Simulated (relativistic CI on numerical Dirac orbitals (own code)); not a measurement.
## What each ingredient does to the levels of Au XXX

Base calculation: Dirac-Coulomb-Breit CI, separate exchange-only KLI orbitals for each configuration, a model potential for QED, unscaled Slater integrals.

Configuration list (outside the closed core [Ar] 3d10): 4s2 4p6 4d10 4f4, 4s2 4p6 4d9 4f5, 4s2 4p6 4d10 4f3 5s, 4s2 4p6 4d10 4f2 5s2, 4s2 4p6 4d10 4f3 5p, 4s2 4p6 4d10 4f2 5s 5p, 4s2 4p5 4d10 4f5, 4s2 4p6 4d10 4f3 5d, 4s2 4p6 4d10 4f2 5p2, 4s2 4p6 4d10 4f2 5s 5d, 4s2 4p6 4d9 4f4 5s, 4s 4p6 4d10 4f5, 4s2 4p6 4d9 4f3 5s2, 4s2 4p6 4d10 4f2 5p 5d, 4s2 4p6 4d10 4f3 5f, 4s2 4p6 4d10 4f3 6s, 4s2 4p6 4d10 4f2 5d2, 4s2 4p6 4d10 4f3 5g, 4s2 4p6 4d10 4f3 6d. Levels of other configurations are missing.

Variants: (1) valence Slater integrals scaled by 0.9; (2) QED terms removed; (3) configuration mixing switched off. Shifts of the energy above 4s2 4p6 4d10 4f4 5I_4, in cm⁻¹, for the lowest level and the first level of each name with at least 55 % of one term (blank where a level changes its place among those of its configuration and J or its character, or is not in the variant):

| Level | Base | Δ(1) | Δ(2) | Δ(3) |
| --- | --- | --- | --- | --- |
| 4s2 4p6 4d10 4f4 5I_4 | 0.0 | 0.0 | 0.0 | 0.0 |
| 4s2 4p6 4d10 4f4 5I_5 | 24635.1 | +892.4 | -125.4 | -180.3 |
| 4s2 4p6 4d10 4f4 5I_6 | 43106.6 | +411.8 | -182.5 | -146.8 |
| 4s2 4p6 4d10 4f4 5F_1 | 56630.3 | -2512.0 | -108.1 | +1124.3 |
| 4s2 4p6 4d10 4f4 5F_3 | 65819.6 | -3273.9 | -118.0 | +1156.4 |
| 4s2 4p6 4d10 4f4 3K_6 | 79923.5 | -2414.3 | -204.7 | +313.1 |
| 4s2 4p6 4d10 4f4 5F_4 | 90114.4 | -2984.0 | -221.2 | +1352.2 |
| 4s2 4p6 4d10 4f4 5G_4 | 103348.3 | -3805.4 | -234.2 | +1666.0 |
| 4s2 4p6 4d10 4f4 5D_0 | 105263.9 | -9777.1 | -17.7 | +2788.7 |
| 4s2 4p6 4d10 4f4 3P_1 | 112946.0 | -4418.9 | -244.9 | +1725.8 |
| 4s2 4p6 4d10 4f4 3L_8 | 118304.2 | -4966.3 | -262.5 | +132.9 |
| 4s2 4p6 4d10 4f4 3M_9 | 119363.7 | -5353.2 | -255.1 | -71.9 |
| 4s2 4p6 4d10 4f4 5D_1 | 123054.1 | -8207.3 | -136.6 | +3117.3 |
| 4s2 4p6 4d10 4f4 3P_0 | 123062.5 | -5119.9 | -254.6 | +2420.0 |
| 4s2 4p6 4d10 4f4 3I_7 | 136956.6 | -6720.3 | -258.7 | +1650.4 |
| 4s2 4p6 4d10 4f4 5D_2 | 137500.1 | -7562.2 | -215.5 | +3303.2 |
| 4s2 4p6 4d10 4f4 3M_10 | 142952.1 | -6823.0 | -294.3 | +43.2 |
| 4s2 4p6 4d10 4f4 3F_3 | 154046.3 | -6544.4 | -321.5 | +2582.5 |
| 4s2 4p6 4d10 4f4 3D_1 | 156676.6 | -4619.5 | -402.5 | +1473.5 |
| 4s2 4p6 4d10 4f4 3L_9 | 157044.8 | -5022.8 | -407.5 | -17.8 |
| 4s2 4p6 4d10 4f4 3H_5 | 159981.4 |  | -263.8 | +2041.3 |

At this charge energies of transitions that change n are usually good to better than 1 %, and those within a shell (Δn = 0) to a few per cent. Terms inside the open d or f shell come out 10 to 20 % too wide with unscaled integrals.

Ionisation energy from the two ground configurations alone: base 1024.19 eV; valence Slater integrals scaled by 0.9 1023.87 eV. The NIST ASD value (theoretical) is 1040 eV.

LS names give the leading component of a level, which can be under half, so a name can repeat, a term be missing and a line seem to break the LS rules.
